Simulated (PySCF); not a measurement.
C6H15OPSi.
Cartesian coordinates in Å at the GFN2-xTB level; atoms count from 1:
```xyz
24
C6H15OPSi angstrom
C      3.331   -0.554   -0.443
Si     1.644   -0.182    0.337
C      0.881    1.382   -0.430
C     -0.527    1.594    0.107
P     -1.553    0.159   -0.401
C     -3.227    0.510    0.263
O     -1.543   -0.079   -1.850
C     -0.941   -1.269    0.575
C      0.445   -1.632    0.063
H      4.018    0.269   -0.281
H      3.770   -1.441   -0.002
H      3.254   -0.717   -1.513
H      1.775    0.038    1.796
H      0.810    1.258   -1.513
H      1.492    2.268   -0.249
H     -0.531    1.702    1.192
H     -0.991    2.484   -0.333
H     -3.616    1.385   -0.257
H     -3.220    0.687    1.334
H     -3.865   -0.341    0.029
H     -0.926   -1.027    1.638
H     -1.651   -2.087    0.415
H      0.362   -1.838   -1.007
H      0.796   -2.550    0.539
```

Hirshfeld charges (e) from the PBE0/pcSseg-1 density (PySCF), one withheld:

```csv
atom,bonded to,charge
C1,Si2 H10 H11 H12,-0.2137
Si2,C1 C3 C9 H13,+0.3706
C3,Si2 C4 H14 H15,-0.1614
C4,C3 P5 H16 H17,-0.1148
P5,C4 C6 O7 C8,?
C6,P5 H18 H19 H20,-0.1643
O7,P5,-0.4054
C8,P5 C9 H21 H22,-0.1148
C9,C8 Si2 H23 H24,-0.1615
H10,C1,+0.0416
H11,C1,+0.0416
H12,C1,+0.0455
H13,Si2,-0.0914
H14,C3,+0.0403
H15,C3,+0.0408
H16,C4,+0.0405
H17,C4,+0.0477
H18,C6,+0.0535
H19,C6,+0.0472
H20,C6,+0.0535
H21,C8,+0.0405
H22,C8,+0.0478
H23,C9,+0.0403
H24,C9,+0.0408
```

Task: What is the charge on P5?

Result: The charges add up to the total charge, 0. The others sum to -0.4351, which leaves +0.4351 e for P5 (phosphoryl phosphorus); the computed value is +0.4355, the difference coming from rounding and the integration grid.

Task: Add each hydrogen's charge to the atom that carries it.

Result: C1 -0.0850, Si2 +0.2792, C3 -0.0803, C4 -0.0266, C6 -0.0101, C8 -0.0265, C9 -0.0804. Atoms without hydrogen keep their charges.

Task: Across which bond do the charges differ most?

Result: P5–O7: +0.4355 on P5 against -0.4054 on O7, a difference of 0.8409 e. The lower charge is on the more electronegative element of the two (Pauling values: O 3.44, P 2.19).

Task: Take the bonds between elements whose Pauling electronegativities differ by more than 0.25. In how many does the more electronegative atom carry the lower charge?

Result: In 22 of 22.

Task: How much positive and how much negative charge does this set hold in all?

Result: +1.4277 e on 16 atoms and -1.4273 e on 8.

The Hirshfeld scheme weights the molecular density at each point by an atom's share of the summed free-atom densities. The structure is a single GFN2-xTB conformer in the gas phase; no vibrational or solvent corrections.
